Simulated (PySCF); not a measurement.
Al(OH)3 (AlH3O3), SMILES [OH][Al]([OH])[OH]. Atoms are numbered in the order given.

```xyz
7

Al     0.0000     0.0000     0.0000
O      1.6982     0.2253     0.0000
H      2.2962    -0.5381     0.0000
O     -0.6539    -1.5834     0.0000
H     -1.6141    -1.7196     0.0000
O     -1.0443     1.3580     0.0000
H     -0.6821     2.2576     0.0000
```
Charge 0, spin multiplicity 1.

Geometry: PBE-D3(BJ)/def2-SVP. The isomer is the one that the SMILES or the coordinates give; other isomers of the formula were not compared. The values are those of a single conformer.

All values below come from PySCF with PBE-D3(BJ)/def2-SVP.

Frequencies are harmonic and unscaled.

Modes within 1.5 cm⁻¹ of each other (mostly degenerate sets) share a row, with their intensities summed.

Estimate the vibrational spectrum. (Estimate from the structure and the level; the computed values follow.)


```tsv
mode	ν (cm⁻¹)	IR (km/mol)	moving atoms (share of kinetic energy)
1–2	223	55.8	O 65 %, H 20 %, Al 15 %
3	266	21.2	H 49 %, Al 42 %, O 10 %
4	287	370.5	H 47 %, O 29 %, Al 24 %
5–6	321	0.0	H 89 %, O 11 %
7	593	0.0	H 71 %, O 29 %
8–9	617	408.9	H 74 %, O 25 %
10	684	0.0	O 76 %, H 24 %
11–12	928	256.2	Al 50 %, O 42 %, H 8 %
13–15	3814	200.3	H 94 %
```
